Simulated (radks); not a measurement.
Question: He, configuration 1s1 2s1 (not the ground configuration). Method: scalar-relativistic Kohn-Sham, SOGGA, spin-polarised, spherical densities, finite nucleus; open shells are filled with parallel spins first; Gaussian nuclear charge, rms radius 1.6755 fm; computed with a radial shooting solver on a logarithmic mesh with Libxc functionals. Some entries of the table are withheld. Estimate them.

orbital  occ.  eigenvalue (eV)  <r^2> (bohr^2)
1s up       1              (1)          0.8046
2s up       1              (2)           21.79
2p up       0          -1.6092           25.84

Answer: 
(1) 1s up eigenvalue (eV): -33.8583
(2) 2s up eigenvalue (eV): -2.7923
